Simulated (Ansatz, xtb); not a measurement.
Relative energy of two isomers of C3H6BNO2

We compare a, `CCOB(O)C#N`, a singlet, with b, `[H]/N=C/C(=C)B(O)O`, a singlet. Both are isolated molecules in the gas phase, relaxed with r2SCAN-D4/def2-SVP; the shapes shown needn't be the lowest conformers.

a (Å):

```xyz
13

C    -0.0617    0.6357   -1.5920
C    -1.4181   -0.0310   -1.5101
C    -0.6943   -2.8181   -0.8551
B    -1.3114   -1.8034    0.1727
N    -0.2281   -3.5748   -1.6077
O    -1.6461   -0.5567   -0.2018
O    -1.5127   -2.1811    1.4580
H     0.7464   -0.0984   -1.4448
H     0.0763    1.0998   -2.5808
H     0.0332    1.4177   -0.8234
H    -2.2251    0.6954   -1.6940
H    -1.5080   -0.8341   -2.2632
H    -1.2540   -3.0933    1.6343
```

b (Å):

```xyz
13

C    -1.7787    1.2896    1.3094
C    -0.9464    0.4474    0.6596
C     0.3263    0.0897    1.2951
B    -1.3028   -0.1634   -0.7631
N     1.1563   -0.7069    0.7249
O    -0.4561   -1.0055   -1.3963
O    -2.4970    0.1944   -1.3225
H    -2.7374    1.5808    0.8691
H    -1.5276    1.7089    2.2932
H     0.5277    0.5437    2.2880
H     1.9961   -0.8598    1.2892
H     0.3426   -1.1294   -0.8205
H    -2.6086   -0.2335   -2.1822
```

Quicker runs give these differences E(b) − E(a): GFN2-xTB +0.216 eV; HF/STO-3G +2.090 eV (at GFN2-xTB geometries); r2SCAN-D4/def2-SVP//GFN2-xTB +0.002 eV.

**Question.** Estimate E(b) − E(a) at the level CCSD(T)/def2-SVP + ΔMP2/def2-TZVPP.

**Answer.** Calculated at CCSD(T)/def2-SVP + ΔMP2/def2-TZVPP: E(b) − E(a) = +0.164 eV, so structure a lies lower.

Level by level:

| level | geometry | E(b) − E(a) (eV) | departure from the last row (eV) | job, with rough time for the two |
| --- | --- | --- | --- | --- |
| GFN2-xTB | GFN2-xTB | +0.216 | +0.052 | optimisation, 0.45 s |
| HF/STO-3G | GFN2-xTB | +2.090 | +1.927 | single point, 0.64 s |
| r2SCAN-D4/def2-SVP//GFN2-xTB | GFN2-xTB | +0.002 | −0.162 | single point, 4.5 s |
| r2SCAN-D4/def2-SVP | r2SCAN-D4/def2-SVP | −0.019 | −0.183 | optimisation, 51 s |
| HF/def2-SVP | r2SCAN-D4/def2-SVP | +0.349 | +0.185 | part of the CCSD(T) run |
| MP2/def2-SVP | r2SCAN-D4/def2-SVP | +0.366 | +0.202 | part of the CCSD(T) run |
| CCSD(T)/def2-SVP | r2SCAN-D4/def2-SVP | +0.246 | +0.082 | single point |
| CCSD(T)/def2-SVP + ΔMP2/def2-TZVPP | r2SCAN-D4/def2-SVP | +0.164 |  | single point, 87 s |

As drawn, b has 1 N–H, 1 C=N, 1 C=C, 1 O–H in place of 1 C–O, 1 C≡N, 2 C–H.

r2SCAN-D4/def2-SVP//GFN2-xTB, r2SCAN-D4/def2-SVP find them nearly level. The largest departure from CCSD(T)/def2-SVP + ΔMP2/def2-TZVPP is that of HF/STO-3G, 1.927 eV. The last row adds to CCSD(T) the change of the MP2 difference between the two basis sets, here −0.082 eV.

With thermal terms from frequencies at re-optimised GFN2-xTB minima (ideal gas, soft modes damped towards free rotors, one conformer each, 298.15 K, 1 atm): the zero-point term adds −0.023 eV; ΔH is +0.120 and ΔG +0.175 eV.

The correlated steps freeze 7 core orbitals. Programs: Ansatz 0.2.0, xtb 6.7.1; the last row on 2 threads of Intel(R) Xeon(R) Processor @ 2.70GHz on a shared host.
